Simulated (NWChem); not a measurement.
System: H2TeO2; SMILES [Te](O)O

NWChem input:

```
start job
memory heap 200 mb stack 900 mb global 1100 mb
geometry units angstroms noautoz
  Te     0.000000     0.000000     0.271285
  O     -1.515261    -0.055027    -1.011423
  H     -1.695956     0.854035    -1.285270
  O      1.515261     0.055027    -1.011423
  H      1.695956    -0.854035    -1.285270
end
basis spherical
  * library def2-svp
end
ecp
  Te library def2-ecp
end
dft
  xc rpbe cpbe96
  iterations 150
  mulliken
end
task dft energy
```

Excerpt of the output:

```
             Northwest Computational Chemistry Package (NWChem) 7.3.0
             --------------------------------------------------------

 C2  symmetry detected

                             Geometry "geometry" -> ""
                             -------------------------

 Output coordinates in angstroms (scale by  1.889725989 to convert to a.u.)

  No.       Tag          Charge          X              Y              Z
 ---- ---------------- ---------- -------------- -------------- --------------
    1 Te                  52.0000     0.00000000     0.00000000     0.33766340
    2 O                    8.0000    -1.51507439    -0.05994539    -0.94504460
    3 H                    1.0000    -1.69871934     0.84852527    -1.21889160
    4 O                    8.0000     1.51507439     0.05994539    -0.94504460
    5 H                    1.0000     1.69871934    -0.84852527    -1.21889160

 Effective nuclear repulsion energy (a.u.)     266.7168366303

      Symmetry information
      --------------------

 Group name             C2
 Group number              4
 Group order               2
 No. of unique centers     3

 Summary of "ao basis" -> "ao basis" (spherical)
 ------------------------------------------------------------------------------
       Tag                 Description            Shells   Functions and Types
 ---------------- ------------------------------  ------  ---------------------
 Te                         def2-svp                10       26   4s4p2d
 O                          def2-svp                 6       14   3s2p1d
 H                          def2-svp                 3        5   2s1p

      Symmetry analysis of basis
      --------------------------

        a          33
        b          31

            General Information
            -------------------
          SCF calculation type: DFT
          Wavefunction type:  closed shell.
          No. of atoms     :     5
          No. of electrons :    42
           Alpha electrons :    21
            Beta electrons :    21
          Charge           :     0
          Spin multiplicity:     1
          Use of symmetry is: on ; symmetry adaption is: on
          Maximum number of iterations: 150
          AO basis - number of functions:    64
                     number of shells:    28
          Convergence on energy requested:  1.00D-06
          Convergence on density requested:  1.00D-05
          Convergence on gradient requested:  5.00D-04

              XC Information
              --------------
                          RPBE Exchange Functional  1.000
            Perdew 1991 LDA Correlation Functional  1.000 local
           PerdewBurkeErnz. Correlation Functional  1.000 non-local

             Grid Information
             ----------------
          Grid used for XC integration:  medium
          Radial quadrature: Mura-Knowles
          Angular quadrature: Lebedev.
          Tag              B.-S. Rad. Rad. Pts. Rad. Cut. Ang. Pts.
          ---              ---------- --------- --------- ---------
          Te                  1.40      123           8.0       590
          O                   0.60       49          10.0       434
          H                   0.35       45          10.0       434
          Grid pruning is: on
          Number of quadrature shells:   217
          Spatial weights used:  Erf1

      Superposition of Atomic Density Guess
      -------------------------------------

 Sum of atomic energies:        -461.60458416

      Non-variational initial energy
      ------------------------------

 Total energy =    -417.689396
 1-e energy   =    -943.272538
 2-e energy   =     390.304131
 HOMO         =      -0.209056
 LUMO         =      -0.045023

      Symmetry analysis of molecular orbitals - initial
      -------------------------------------------------

  Numbering of irreducible representations:

     1 a           2 b

  Orbital symmetries:

     1 a           2 b           3 a           4 b           5 a
     6 b           7 b           8 a           9 a          10 a
    11 b          12 a          13 b          14 a          15 b
    16 a          17 b          18 a          19 b          20 a
    21 b          22 b          23 a          24 a          25 b
    26 a          27 b          28 a          29 b          30 a
    31 b

     ---------------------------------------------
      Total Density - Mulliken Population Analysis
     ---------------------------------------------

    Atom       Charge   Shell Charges
 -----------   ------   -------------------------------------------------------
    1 Te  24    23.09   1.77  0.27  1.21  0.64  2.91  3.12  1.58  1.47  9.85  0.27
    2 O    8     8.79   1.99  1.10  0.69  2.99  2.01  0.00
    3 H    1     0.66   0.53  0.07  0.06
    4 O    8     8.79   1.99  1.10  0.69  2.99  2.01  0.00
    5 H    1     0.66   0.53  0.07  0.06

   convergence    iter        energy       DeltaE   RMS-Dens  Diis-err
 ---------------- ----- ----------------- --------- --------- ---------
 d= 0,ls=0.0,diis     1   -419.4800108241 -5.55D+02  3.17D-02  7.27D-01
 d= 0,ls=0.0,diis     2   -419.0842072719  3.96D-01  2.18D-02  4.15D+00
 d= 0,ls=0.0,diis     3   -419.5654988176 -4.81D-01  3.46D-03  6.23D-02
 d= 0,ls=0.0,diis     4   -419.5727196844 -7.22D-03  8.99D-04  2.75D-03
 d= 0,ls=0.0,diis     5   -419.5730714838 -3.52D-04  2.15D-04  1.37D-04
  Resetting Diis
 d= 0,ls=0.0,diis     6   -419.5730905207 -1.90D-05  3.85D-05  3.01D-06
 d= 0,ls=0.0,diis     7   -419.5730908764 -3.56D-07  2.59D-05  3.22D-07
 d= 0,ls=0.0,diis     8   -419.5730906859  1.91D-07  1.47D-05  1.87D-06
 d= 0,ls=0.0,diis     9   -419.5730909338 -2.48D-07  2.91D-06  4.00D-08

         Total DFT energy =     -419.573090933773
      One electron energy =     -945.089701237958
           Coulomb energy =      429.001546529999
    Exchange-Corr. energy =      -38.763947158298
 Nuclear repulsion energy =      135.279010932484

 Numeric. integr. density =       42.000004328004

                  Occupations of the irreducible representations
                  ----------------------------------------------

                     irrep           alpha         beta
                     --------     --------     --------
                     a                11.0         11.0
                     b                10.0         10.0

                       DFT Final Molecular Orbital Analysis
                       ------------------------------------

 Vector   19  Occ=2.000000D+00  E=-2.621280D-01  Symmetry=a
              MO Center=  7.8D-11,  1.4D-12, -8.0D-01, r^2= 3.0D+00
   Bfn.  Coefficient  Atom+Function         Bfn.  Coefficient  Atom+Function
  ----- ------------  ---------------      ----- ------------  ---------------
    32      0.407889  2 O  pz                51      0.407889  4 O  pz
    35      0.314217  2 O  pz                54      0.314217  4 O  pz
     4     -0.197001  1 Te s                  3     -0.156063  1 Te s
    13     -0.149278  1 Te pz                31      0.135141  2 O  py
    50     -0.135141  4 O  py                34      0.106493  2 O  py

 Vector   20  Occ=2.000000D+00  E=-2.575781D-01  Symmetry=b
              MO Center= -7.3D-11, -1.3D-12, -8.9D-01, r^2= 3.0D+00
   Bfn.  Coefficient  Atom+Function         Bfn.  Coefficient  Atom+Function
  ----- ------------  ---------------      ----- ------------  ---------------
    30      0.383810  2 O  px                49      0.383810  4 O  px
    33      0.291271  2 O  px                52      0.291271  4 O  px
    32     -0.242452  2 O  pz                51      0.242452  4 O  pz
    35     -0.177652  2 O  pz                54      0.177652  4 O  pz
    14      0.118297  1 Te px                20      0.047500  1 Te d  1

 Vector   21  Occ=2.000000D+00  E=-1.782231D-01  Symmetry=b
              MO Center= -1.6D-15, -6.0D-16,  2.3D-01, r^2= 2.6D+00
   Bfn.  Coefficient  Atom+Function         Bfn.  Coefficient  Atom+Function
  ----- ------------  ---------------      ----- ------------  ---------------
    12      0.599517  1 Te py                15      0.535365  1 Te py
     9     -0.229963  1 Te py                 6     -0.179051  1 Te py
    31     -0.153809  2 O  py                50     -0.153809  4 O  py
    29      0.104355  2 O  s                 34     -0.103972  2 O  py
    41     -0.104465  3 H  s                 48     -0.104355  4 O  s

 Vector   22  Occ=0.000000D+00  E=-7.502337D-02  Symmetry=b
              MO Center=  3.3D-14, -1.2D-14,  2.7D-01, r^2= 3.2D+00
   Bfn.  Coefficient  Atom+Function         Bfn.  Coefficient  Atom+Function
  ----- ------------  ---------------      ----- ------------  ---------------
    14      0.683077  1 Te px                11      0.495221  1 Te px
    29      0.296679  2 O  s                 48     -0.296679  4 O  s
    32      0.237408  2 O  pz                51     -0.237408  4 O  pz
    35      0.211893  2 O  pz                54     -0.211893  4 O  pz
     8     -0.189465  1 Te px                 5     -0.146022  1 Te px

 Vector   23  Occ=0.000000D+00  E=-6.295705D-02  Symmetry=a
              MO Center=  1.2D-14,  1.8D-14, -1.6D-01, r^2= 3.4D+00
   Bfn.  Coefficient  Atom+Function         Bfn.  Coefficient  Atom+Function
  ----- ------------  ---------------      ----- ------------  ---------------
    16      0.614604  1 Te pz                13      0.464562  1 Te pz
     3     -0.355072  1 Te s                 29      0.351180  2 O  s
    48      0.351180  4 O  s                 30      0.269946  2 O  px
    49     -0.269946  4 O  px                33      0.250307  2 O  px
    52     -0.250307  4 O  px                42     -0.196522  3 H  s

[...]
```

Level: RPBE/def2-SVP with def2 effective core potentials on Te. Geometry: optimised at PBE0/def2-SVP. def2 effective core potentials on Te; no spin-orbit coupling.
